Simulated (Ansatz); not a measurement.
`ClB[TeH]` + `O=CB(F)F` → `O=CB[TeH]` + `FB(F)Cl` at 400 K and 1 bar (redistribution).

Program: Ansatz. Geometries: PBE0-D4/def2-TZVP. ΔE: electronic, gas phase. CCSD(T)/CBS is the MP2 limit (def2-TZVPP, def2-QZVPP) plus CCSD(T) − MP2 in def2-TZVPP, frozen cores. def2 core potentials past Kr. For Te outer-core shells are correlated without core-valence functions, which leaves a few kJ/mol of doubt a bond. One conformer a species, not always the lowest.

| species | CCSD(T)/CBS energy (Eh) | H − E (kJ/mol) | S (J/(mol·K)) |
| --- | --- | --- | --- |
| `ClB[TeH]` | -753.54186 | 75.6 | 322.8 |
| `O=CB(F)F` | -338.29791 | 97.6 | 329.8 |
| `O=CB[TeH]` | -407.52349 | 124.8 | 357.9 |
| `FB(F)Cl` | -684.31926 | 47.0 | 292.6 |

H − E and S are ideal-gas, rigid-rotor, harmonic terms from PBE0-D4/def2-TZVP, for one conformer and one mirror image of each species. 1 Eh = 2625.50 kJ/mol, R = 8.31446 J/(mol·K).

**Question.** By hand: ΔE, ΔH, ΔS and ΔG.

**Answer.** ΔE = (-407.52349) + (-684.31926) − (-753.54186) − (-338.29791) = -0.00298 Eh = -7.8 kJ/mol. Δ(H − E) = 124.8 + 47.0 − 75.6 − 97.6 = -1.4, so ΔH = -9.2 kJ/mol. ΔS = 357.9 + 292.6 − 322.8 − 329.8 = -2.1 J/(mol·K). ΔG = -9.2 − 400 × (-2.1)/1000 = -8.4 kJ/mol.

**Question.** By hand: the equilibrium constant, and the temperature at which ΔG would vanish if ΔH and ΔS stayed fixed.

**Answer.** log₁₀ K = −ΔG/(RT ln 10) = 1.1. ΔG = 0 at ΔH/ΔS = 4381 K, far beyond where these terms or the molecules hold.

The number of gas molecules stays the same, so ΔS is small and ΔH decides. A doubt of 5 kJ/mol in ΔE shifts log₁₀ K by 0.7 here. Other conformers and mirror images would add mixing entropy, several J/(mol·K) or more a flexible species. Modes under 60 cm⁻¹, often nearly free rotors, make the harmonic entropy too high. These are equilibria of isolated gas molecules and say nothing of rates. Largest T1 diagnostic: 0.017 (customary marks: 0.02 for closed shells, 0.045 for open ones).
